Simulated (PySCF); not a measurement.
# Static response to an electric field

C2H6BN.
Cartesian coordinates in Å at the PBE0-D3(BJ)/def2-SVP level; atoms count from 1:
```xyz
10
C2H6BN angstrom
B      1.4663    0.7738   -0.6971
N      0.2609    0.2083   -0.3312
C     -1.1389    0.3600   -0.1597
C     -0.4395   -0.9316    0.1402
H      2.4676    0.0973   -0.6387
H      1.4791    1.9266   -1.0636
H     -1.4822    0.9804    0.6769
H     -1.7553    0.4288   -1.0641
H     -0.2907   -1.2197    1.1879
H     -0.5634   -1.7722   -0.5530
```

Level: B3LYP/def2-SVPD (PySCF), static field, nuclei fixed, core orbitals frozen in the response. The polarisability tensor in these axes (au):

```
x   57.04  3.92 -4.25
y    3.92 49.09 -4.21
z   -4.25 -4.21 39.73
```

Task: Diagonalise the tensor; give its mean and Δα, where Δα² is half the sum of the squared differences of the eigenvalues.

Result: Principal values 37.73, 47.95 and 60.17 au; mean 48.62 au = 7.20 Å³ = 8.02 × 10⁻⁴⁰ C²·m²/J; Δα = 19.46 au (40 % of the mean).

Task: What is the dipole moment, and where does it point?

Result: (-1.95, -0.92, 0.60) D, 2.24 D in size, pointing from the negative to the positive side. Measured along this direction, the outermost atoms are H6 and H5 at the negative end and H8, H7, H10 and H9 at the positive end.

Task: How large is μ²/3kT at 500 K beside α?

Result: In Gaussian units μ²/3kT = 24.17 Å³ against 7.20 Å³, a ratio of 3.35; the Debye molar polarisation (4π/3)N_A(α + μ²/3kT) is 79.1 cm³/mol, leaving out the vibrational part.

Task: Refractivity n − 1 of an ideal gas of it at 400 K and 1 atm, from the electronic α?

Result: N = p/kT = 1.8347 × 10¹⁹ cm⁻³, so n − 1 = 2π × N × 7.20 × 10⁻²⁴ cm³ = 831 × 10⁻⁶ at long wavelengths.

Task: Rayleigh depolarisation ratio (linearly polarised light, static tensor)?

Result: ρ = 3Δα²/(45ᾱ² + 4Δα²) = 1136.2/(106366 + 1514.9) = 0.0105.

Geometry: PBE0-D3(BJ)/def2-SVP; no solvent, vibrations or thermal averaging.
